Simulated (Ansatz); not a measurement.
Stretching the Ge1–F2 bond in ClFGeH2 (SMILES [F][GeH2][Cl]) (multiplicity 1 held, fragments rigid). Energies count from the point at 1.741 Å.
Geometry at that point (charge 0, multiplicity 1):
```xyz
5

Ge    -0.487    -0.288     0.042
F     -1.170     1.314     0.034
Cl     1.644    -0.041    -0.108
H     -0.826    -0.911     1.396
H     -0.999    -0.997    -1.212
```

U- levels take the lowest unrestricted solution at each point, which mixes spins at long bonds. Active spaces are followed from a long bond inwards. Curves can end on different states.

Cores are frozen in the correlated methods. Filled d and f shells under p-block atoms count as core.

Codes used: Ansatz (a first-principles code) with Gaussian orbitals. Values without a source in brackets are computed.

Energies in kcal/mol.

| R (Å) | U-HF/def2-SVP | U-MP2/def2-SVP | U-CCSD/def2-SVP | CASSCF(6,4)/def2-SVP | FIC-NEVPT4(SD) on CASSCF(6,4)/def2-SVP | FIC-MRCISD+Q on CASSCF(6,4)/def2-SVP |
|---|---|---|---|---|---|---|
| 1.393 | 76.1 | 82.5 | 81.9 | 79.9 | 81.8 | 81.8 |
| 1.567 | 11.2 | 14.0 | 13.8 | 13.3 | 13.7 | 13.9 |
| 1.741 | 0.0 | 0.0 | 0.0 | 0.0 | 0.0 | 0.0 |
| 1.915 | 10.6 | 8.3 | 8.5 | 8.2 | 8.0 | 8.2 |
| 2.089 | 29.4 | 25.1 | 25.4 | 24.4 | 23.6 | 24.8 |
| 2.350 | 60.5 | 53.7 | 53.8 | 50.8 | 51.4 | 52.8 |
| 2.612 | 80.0 | 101.9 | 80.2 | 72.7 | 76.5 | 77.8 |
| 3.047 | 87.9 | 123.8 | 109.7 | 94.4 | 105.1 | 106.2 |
| 3.482 | 89.7 | 128.8 | 119.3 | 102.6 | 117.0 | 117.9 |
| 4.004 | 90.3 | 130.3 | 121.5 | 105.3 | 122.0 | 121.8 |
| 4.701 | 90.5 | 130.7 | 122.1 | 106.0 | 123.4 | 122.8 |
| 5.571 | 90.5 | 130.8 | 122.2 | 106.1 | 123.4 | 123.0 |

Doubts at one or more of the structures used: a spin-contaminated determinant (U-HF/def2-SVP, U-MP2/def2-SVP, U-CCSD/def2-SVP); T1 above 0.05 (U-CCSD/def2-SVP); active orbitals that take no part (CASSCF(6,4)/def2-SVP, FIC-NEVPT4(SD) on CASSCF(6,4)/def2-SVP, FIC-MRCISD+Q on CASSCF(6,4)/def2-SVP).
